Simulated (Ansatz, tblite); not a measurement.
Forces on MoN(NH2)3 (MoN4H6) at its B3LYP-D4/def2-SVP geometry. Total charge 0; singlet.

In the def2 sets Mo takes a core potential; there is no spin–orbit coupling. The xTB rows come from tblite. The restricted singlet is unstable towards broken spin symmetry in Hartree–Fock (as tested in another run); at PBE-D4/def2-TZVP this wasn't settled.

GFN1-xTB (tblite), largest force 7.32 eV/Å:

```xyz
11
positions Å, forces eV/Å
Mo   -0.118   -0.006    0.327    2.487    0.130   -6.883
N    -0.674   -0.035    1.864   -2.188   -0.114    6.054
N     1.597    0.928    0.429   -0.870   -0.473   -0.049
N    -1.482    0.967   -0.683    0.690   -0.493    0.515
N     0.043   -1.887   -0.186   -0.083    0.953    0.263
H     2.015    1.299    1.278   -0.003   -0.077   -0.436
H     2.203    1.113   -0.368   -0.131    0.004    0.424
H    -1.433    1.159   -1.682   -0.170    0.005    0.409
H    -2.337    1.355   -0.294    0.279   -0.081   -0.334
H     0.367   -2.212   -1.095   -0.150   -0.032    0.416
H    -0.182   -2.680    0.409    0.139    0.180   -0.380
```

GFN2-xTB (tblite), largest force 6.16 eV/Å:

```
Mo 2.094 0.110 -5.795
N -1.829 -0.096 5.059
N -0.769 -0.386 0.144
N 0.491 -0.402 0.599
N -0.133 0.766 0.396
H 0.157 0.084 0.002
H 0.140 0.067 -0.044
H -0.078 0.070 -0.122
H -0.120 0.088 -0.098
H 0.030 -0.132 -0.087
H 0.017 -0.169 -0.054
```

PBE-D4/def2-TZVP (Ansatz), largest force 0.94 eV/Å:

```
Mo 0.281 0.015 -0.780
N -0.320 -0.017 0.887
N 0.166 0.091 0.015
N -0.135 0.095 -0.093
N 0.014 -0.184 -0.045
H -0.034 -0.016 0.011
H -0.008 -0.008 -0.021
H 0.019 -0.008 -0.011
H 0.019 -0.017 0.030
H 0.006 0.017 -0.015
H -0.008 0.032 0.021
```
